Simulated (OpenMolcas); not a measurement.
Li: CASPT2 settings compared

```
Program             : OpenMolcas
Basis               : ANO-RCC-VDZ [3s2p]
Scalar Hamiltonian  : DKH4, point nucleus
Active space        : 1 electron in 8 orbitals (2s 2p 3s 3p)
State averaging     : 2S+1 = 2 even, 1 root; 2S+1 = 2 odd, 3 roots
Spin-orbit coupling : state interaction with AMFI integrals over the reference wave functions, term energies averaged over their components
```

Methods on the same reference wave functions:
A. CASSCF
B. SS-CASPT2, IPEA 0.35 Eh, imaginary shift 0.15 Eh (closed shells correlated: 1s)
C. SS-CASPT2, IPEA 0 Eh, no level shift (closed shells correlated: 1s)
D. SS-CASPT2, IPEA 0.4 Eh, real shift 0.05 Eh (closed shells correlated: 1s)

Energies in cm-1 above 2s 2S 1/2, the measured ground level; measured values from NIST Handbook of Basic Atomic Spectroscopic Data.

```json
{"Level": "2s 2S 1/2", "A": "0.0", "B": "0.0", "C": "0.0", "D": "0.0", "Measured": "0.0"}
{"Level": "2p 2P* 1/2", "A": "14898", "B": "14884", "C": "14888", "D": "14883", "Measured": "14904"}
{"Level": "2p 2P* 3/2", "A": "14898", "B": "14884", "C": "14888", "D": "14883", "Measured": "14904"}
```

Deviations, from unrounded energies. A percentage is the sum of absolute deviations over the sum of measured energies, with the sign that they share, or ± where signs differ.

```json
{"Against measurement": "mean absolute deviation (cm-1)", "Levels": "2", "A": "5.8", "B": "20", "C": "16", "D": "20"}
{"Against measurement": "other configurations (%)", "Levels": "2", "A": "-0.0", "B": "-0.1", "C": "-0.1", "D": "-0.1"}
```

A lies closest to measurement on these levels and D furthest from it. The largest miss of A in the table is 2p 2P* 3/2, by -6 cm-1. The ranking rests on the paired levels alone, and a cruder setting can come out closer through cancelling errors.

Among B to D no level of the table moves by more than 5 cm-1.

The lowest spin-free term lies below A's lowest term by 0.014 hartree in B, 0.014 hartree in C, 0.014 hartree in D.

With one active electron outside closed inactive shells, the extra shells (3p 3s) add no correlation to the reference. ANO sets are built for ground and valence states and can reach diffuse excited orbitals poorly. With one active electron the reference holds no correlation, so core polarisation is missing (holds for A). With one active electron, CASPT2 adds the correlation within the correlated inactive shells and between them and that electron, and leaves the splitting within a term as the reference gives it (holds for B; C; D). Computed and measured levels are paired by configuration, term and J; levels that our copy of the source lacks, or whose pairing is in doubt (as where it misses far off the trend of its configuration), stay unpaired and out of the deviations. Only configurations of the active space appear.

* marks odd parity.
